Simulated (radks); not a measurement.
All-electron atom: the hafnium ion Hf18+ in [Kr] 4d10 4f8.

Calculated with a radial shooting solver on a logarithmic mesh with Libxc functionals: scalar-relativistic Kohn-Sham, PBE, spin-unpolarised, spherical densities, point nucleus.

Energy parts (eV):
total: -407027.74
kinetic: 446331.29
electron-nucleus: -979471.15
Hartree: 134022.58
exchange-correlation: -7910.46

Orbitals (lengths in bohr, moments of r in powers of bohr; r(90%) holds 90 % of the orbital's charge):
orbital,occ.,eigenvalue (eV),<1/r>,<r>,r(90%),<r^2>
1s,2,-65742.20,83.84,0.01898,0.0345,0.0004948
2s,2,-11617.49,19.57,0.08037,0.125,0.007640
2p,6,-10255.14,17.85,0.07173,0.117,0.006285
3s,2,-2996.256,7.245,0.2085,0.306,0.04969
3p,6,-2589.225,6.717,0.2083,0.311,0.05031
3d,10,-2108.038,6.354,0.1888,0.293,0.04177
4s,2,-946.8168,3.130,0.4597,0.657,0.2381
4p,6,-810.1175,2.874,0.4842,0.699,0.2657
4d,10,-633.6216,2.601,0.5073,0.751,0.2957
4f,8,-436.0155,2.269,0.5269,0.821,0.3255
5s,0,-420.6251,1.496,0.9216,1.29,0.9441
5p,0,-372.9478,1.378,0.9874,1.38,1.087

The highest occupied level is 4f at -436.02 eV. The density falls to 0.001 e/bohr^3 at r = 1.60 bohr. For comparison, the ionisation energy in NIST's Atomic Spectra Database is 481 eV (theoretical). In exact Kohn-Sham theory the highest level is minus the ionisation energy, but local and semilocal functionals leave it too shallow, through self-interaction and a potential that decays too fast; potentials with the right tail come closer. Summed over all electrons, <r^2> = 8.504 bohr^2, which gives a Langevin (diamagnetic) susceptibility term of -6.74 x 10^-6 cm^3/mol.

Beside tabulated values, note that spin-unpolarised runs miss the spin-polarisation part of the exchange energy of open shells.
